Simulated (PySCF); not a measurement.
## Electronic structure of Co⁺ (cobalt, charge +1) at the BP86 level

Configuration: [Ar] 3d8, high-spin 3F determinant. Calculation: PySCF 2.14, in jorge-DZP-DKH (8s6p2d1f, 43 functions); scalar relativity by spin-free X2C-1e.

```json
{
 "Total energy": "-1392.976 hartree",
 "One-electron energy": "-1923.816 hartree",
 "Hartree (Coulomb) energy": "591.025 hartree",
 "Exchange-correlation energy": "-60.186 hartree",
 "⟨S²⟩": "2.0005",
 "⟨L²⟩": "12.006",
 "Sum of ⟨r⟩": "17.25 bohr",
 "Sum of ⟨r²⟩": "19.24 bohr²",
 "Langevin diamagnetic susceptibility": "-15.2 ×10⁻⁶ cm³/mol",
 "Time after the integrals": "0.77 s of wall time on 1 thread of Intel(R) Xeon(R) 6975P-C (shared host)"
}
```

```csv
shell,electrons,mean orbital energy (eV),spread (eV),"rms radius, mean of both spins (bohr)"
1s β,1,-7590.7,0,0.0650
1s α,1,-7590.7,0,0.0650
2s α,1,-900.40,0,0.277
2s β,1,-899.48,0,0.277
2p α,3,-771.59,0,0.249
2p β,3,-770.90,0,0.249
3s α,1,-104.83,0,0.838
3s β,1,-102.69,0,0.838
3p α,3,-68.093,0,0.910
3p β,3,-65.991,0,0.910
3d α,5,-11.575,1.063,1.24
3d β,3,-10.202,0,1.24
```

Densities and radii are taken from the X2C orbitals without a picture-change correction, which distorts them close to the nucleus.
